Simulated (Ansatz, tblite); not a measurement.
Removing an electron: Si₄Ge⁻ (the lowest doublet isomer of a short search). Charge -1, multiplicity 2. Geometry: B3LYP-D4/def2-SVPD. Ansatz, gas phase; energy differences of separate SCF runs; the oxidised species is a triplet (the singlet lies 0.04 eV higher at PBE0-D4/def2-TZVPD).

Cartesian coordinates in Å:
```
Si -0.580 0.063 1.512
Si -0.817 0.702 -1.211
Si 1.431 -0.704 -0.290
Si 0.819 1.493 0.279
Ge -0.853 -1.554 -0.291
```

The xTB rows come from tblite. The order of the spin states hangs on the level: the singlet lies 0.13 eV below the triplet at PBE-D4/def2-TZVPD, but 0.06 eV above it at r2SCAN-D4/def2-TZVPD. The singlet is doubtful at r2SCAN-D4/def2-TZVPD (restricted singlet with a triplet 0.06 eV lower at the same geometry). The structure comes from a short search, and lower isomers may exist.

```json
{"level": "GFN2-xTB", "−HOMO (eV)": "–", "vertical IE (eV)": "3.56", "−LUMO (eV)": "–", "HOMO–LUMO gap (eV)": "–", "remarks": "–"}
{"level": "PBE-D4/def2-TZVPD", "−HOMO (eV)": "0.93", "vertical IE (eV)": "3.14", "−LUMO (eV)": "-0.05", "HOMO–LUMO gap (eV)": "0.99", "remarks": "lower spin may lie lower (triplet)"}
{"level": "r2SCAN-D4/def2-TZVPD", "−HOMO (eV)": "1.10", "vertical IE (eV)": "3.16", "−LUMO (eV)": "-0.18", "HOMO–LUMO gap (eV)": "1.28", "remarks": "–"}
{"level": "PBE0-D4/def2-TZVPD", "−HOMO (eV)": "1.67", "vertical IE (eV)": "3.16", "−LUMO (eV)": "-0.68", "HOMO–LUMO gap (eV)": "2.35", "remarks": "–"}
```

  HOMO and LUMO are the levels of the spin that leaves or enters (xTB has no such levels and no spin-polarisation term). Other spin states of the ions may lie lower, which would lower the ionisation energy or raise the affinity. Raw xTB energy differences between charge states are shifted by several eV; the methods need an empirical correction for them.
